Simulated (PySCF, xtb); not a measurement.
Si(CCH)2(Me)(OH) (C₅H₆OSi), SMILES C#C[Si](C)(O)C#C.

xtb with GFN2-xTB at its own geometry gives an orbital gap of 5.03 eV and a dipole moment of 1.56 D.

Geometry: PBE0-D3(BJ)/def2-SVP. The values are those of a single conformer.

Question: What does PySCF with PBE/def2-TZVP give? (Estimate from the structure and the level; the computed values follow.)

Answer: gap 5.26 eV (levels -6.84 and -1.58 eV), dipole 1.00 D.
